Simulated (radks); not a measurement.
Excited configurations of Pr+: one electron is placed in a higher orbital outside [Xe] 4f3. The ground configuration is [Xe] 4f3 6s1. Method: Dirac Kohn-Sham, BLYP, spin-unpolarised, spherical densities, finite nucleus; open shells are shared between the two j in proportion to 2j + 1; Fermi nuclear charge, rms radius 4.8919 fm; computed with a radial shooting solver on a logarithmic mesh with Libxc functionals. Excitation = E - E(ground); binding = E(ion) - E, where the ion is the core of charge +2; n* = 2/sqrt(2 binding) in atomic units, and the quantum defect is n - n*. Eigenvalue and <r> are those of j = l + 1/2.

| outer orbital | excitation (eV) | binding (eV) | n* | eigenvalue (eV) | <r> (bohr) |
|---|---|---|---|---|---|
| 5d | 1.049 | 9.677 | 2.371 | -6.076 | 3.123 |
| 5f | 7.316 | 3.410 | 3.995 | -2.337 | 8.757 |
| 6p | 2.964 | 7.762 | 2.648 | -5.621 | 5.108 |
| 6d | 6.191 | 4.535 | 3.464 | -3.344 | 7.811 |
| 6f | 8.334 | 2.392 | 4.770 | -1.749 | 14.52 |
| 7s | 5.489 | 5.237 | 3.224 | -4.091 | 8.109 |
| 7p | 6.469 | 4.257 | 3.576 | -3.234 | 9.562 |
| 7d | 7.852 | 2.874 | 4.352 | -2.173 | 13.30 |

The Delta-SCF ionisation energy is 10.726 eV (NIST Atomic Spectra Database: 10.63 eV, semi-empirical). Self-interaction in the functional shifts the binding energies and quantum defects, so they are the method's values and not measured ones. Spin polarisation and multiplet splitting are left out, so open shells lie too high by an amount that depends on their filling. Sharing an open shell by 2j + 1 raises it above the true ground level by a part of the spin-orbit splitting, which enters the differences from NIST.

Beside tabulated values, note that spin-unpolarised runs miss the spin-polarisation part of the exchange energy of open shells.
